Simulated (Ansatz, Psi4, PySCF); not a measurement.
cyclotrisilazane (H₉N₃Si₃), singlet, at a GFN2-xTB geometry. Base run: BLYP/6-31G** (PySCF).

Geometry (Å):
```xyz
15

Si     1.6805    -0.4250    -0.5260
N      0.5029    -1.5283     0.0838
Si    -1.1756    -1.3103     0.4170
N     -1.4604     0.3849     0.5626
Si    -0.5484     1.7237    -0.0303
N      1.0610     1.1711    -0.3142
H      1.9400    -0.6891    -1.9538
H      2.9119    -0.5630     0.2645
H      0.8167    -2.4820     0.1374
H     -1.9928    -1.8825    -0.6696
H     -1.4903    -1.9490     1.7023
H     -2.3680     0.6255     0.9220
H     -0.5161     2.7633     1.0076
H     -1.1399     2.2430    -1.2778
H      1.7230     1.9022    -0.5089
```
All else is at PySCF's defaults.

The same geometry, method and basis name were run in Ansatz (an electronic-structure program) and Psi4 and PySCF, at each program's defaults and at the settings that a row names. The base is PySCF at its defaults. Differences at the defaults can come from grids, fitting, cores and function types together.

| code and settings | ΔE vs base (mEh) | basis functions | E (Eh) | SCF cycles | dipole (D) |
|---|---|---|---|---|---|
| PySCF, defaults (exact integrals, its default grid, spherical functions) | 0.000 | 141 | -1038.13718 | 10 | 0.05 |
| Psi4, defaults (density fitting with its default set, its default grid, Cartesian functions) | (withheld) | 147 | (withheld) | 9 | 0.05 |
| Ansatz, defaults (factorised integrals, its default grid, Cartesian functions) | -10.221 | 147 | -1038.14740 | - | - |
| PySCF, density fitting with def2-universal-jkfit | (withheld) | 141 | (withheld) | 10 | 0.05 |
| PySCF, fine grid | 0.001 | 141 | -1038.13717 | 10 | 0.05 |
| Psi4, exact integrals, spherical functions, fine grid | 0.002 | 141 | -1038.13717 | 12 | 0.05 |
| Ansatz, high accuracy, Cartesian functions as the basis file defines them | -10.221 | 147 | -1038.14740 | - | - |

Q: Some entries are withheld; supply them.

A: 
- Psi4, defaults (density fitting with its default set, its default grid, Cartesian functions), ΔE vs base (mEh): -10.380
- Psi4, defaults (density fitting with its default set, its default grid, Cartesian functions), E (Eh): -1038.14756
- PySCF, density fitting with def2-universal-jkfit, ΔE vs base (mEh): -0.154
- PySCF, density fitting with def2-universal-jkfit, E (Eh): -1038.13733
